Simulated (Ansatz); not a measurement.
Compare A (`O[SiH2][SiH2]CCl`) with its isomer B (`C[SiH2][SiH](O)Cl`).

Computed with Ansatz on PBE0-D4/def2-TZVP structures; ΔE is electronic, products minus reactants. CCSD(T)/CBS adds triple-zeta CCSD(T) − MP2 to the extrapolated MP2 energy (def2 sets, frozen cores). Functionals use def2-TZVPP. B3LYP here is the variant with VWN-RPA as its local correlation; programs differ in this. Each species was taken in one conformer, which may not be the lowest.

Which is lower in electronic energy at CCSD(T)/CBS, and by how much? (Estimate.)

The calculation gave: B, by 45.8 kcal/mol.

Give E(B) − E(A) in kcal/mol with B3LYP, HF/def2-TZVPP, B2PLYP, LDA (SPW92), BLYP-D4, CCSD/def2-TZVPP, B3LYP-D4. (An estimate is asked.)

The calculation gave: B3LYP -45.4, HF/def2-TZVPP -46.6, B2PLYP -46.0, LDA (SPW92) -45.0, BLYP-D4 -44.4, CCSD/def2-TZVPP -45.6, B3LYP-D4 -45.5. None reverses the order clearly.

Does the order hold for the free energy at 298.15 K (harmonic terms from PBE0-D4)? (Estimate.)

The calculation gave: Yes: G(B) − G(A) = -43.9 kcal/mol, for one conformer each. Modes under 60 cm⁻¹, often nearly free rotors, make the harmonic entropy too high.

Largest T1 diagnostic: 0.011.

From PBE to PBE0 (25 % exact exchange), in def2-TZVPP and without D4, E(B) − E(A) moves by −1.2 kcal/mol. At CCSD(T), def2-SVP lies +1.5 kcal/mol from the extrapolated value and def2-TZVPP +0.5 kcal/mol.
